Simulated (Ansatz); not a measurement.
CHN, charge -1, doublet, geometry from GFN2-xTB (a state made from the parent by changing its charge; the spin is typed, not shown lowest) (a gas-phase anion, which may not be bound at this level), with bond 2-1 at 1.8 times its length; CASSCF(3,5)/STO-3G run with Ansatz (an electronic-structure program).

Here is a job for Ansatz.
Ansatz 0.2 input:
```yaml
crystal:
  periodic: [false, false, false]
  atoms:
    - {symbol: C, position_ang: [-0.46891078, 0.31035098, -0.08089819]}
    - {symbol: N, position_ang: [1.49021005, -0.65255884, 0.19587642]}
    - {symbol: H, position_ang: [-1.52296309, -0.28991338, -0.02466928]}
basis:
  gaussian:
    orbitals: STO-3G
hamiltonian:
  xc: hf
total_charge: -1
correlation: {active_space: {window: {electrons: 3, orbitals: 5}}}
magnetization: {spin_polarized: false, initial_magnetization: 1}
```

Output, abridged:

```
Functional definition: HF
138 factors; integrals over basis functions are off by at most 1.2e-5 eV
mean field evaluation 1: about -2470.6914 eV, gradient 3.6e1 eV
mean field evaluation 2: about -2470.7185 eV, gradient 3.6e1 eV
mean field evaluation 4: about -2474.5537 eV, gradient 2.8e1 eV
mean field evaluation 8: about -2480.0244 eV, gradient 4.2e0 eV
mean field evaluation 16: about -2480.1438 eV, gradient 4.9e-6 eV
mean field evaluation 32: about -2478.2911 eV, gradient 1.1e-4 eV
mean field evaluation 64: about -2479.3922 eV, gradient 1.7e-1 eV
mean field evaluation 96: about -2480.1437 eV, gradient 6.0e-2 eV
mean field evaluation 128: about -2477.3950 eV, gradient 7.9e-1 eV
mean field evaluation 160: about -2480.0701 eV, gradient 2.1e0 eV
mean field -2480.14375019 eV, -91.1436017177 hartree, gradient 4.9e-6 eV, S^2 0.750000; 17 other end points of the search recorded, 0 dependent functions left out
reference -2480.14375019 eV, -91.1436017177 hartree; 8, 7 occupied and 3, 4 virtual orbitals, 138 factors
state -2482.02473654 eV, -91.2127266912 hartree
Total energy: -2482.02473654 eV, -91.2127266912 hartree
```
